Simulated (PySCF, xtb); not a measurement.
TaO2, SMILES [O]=[Ta]=[O] (connectivity only; charge and spin as stated), neutral, multiplicity 2.

Harmonic wavenumbers (cm⁻¹) from xtb with GFN2-xTB at its own minimum, in rising order: 149, 686, 708.

Question: What does PySCF with PBE0-D3(BJ)/def2-TZVP give at its own minimum? (The exact figures need the calculation; the answer reports its results.)

Answer: 345, 959, 1026. Paired by order, the mean absolute difference is 262 cm⁻¹ and the zero-point energies are 2.2 and 3.3 kcal/mol.
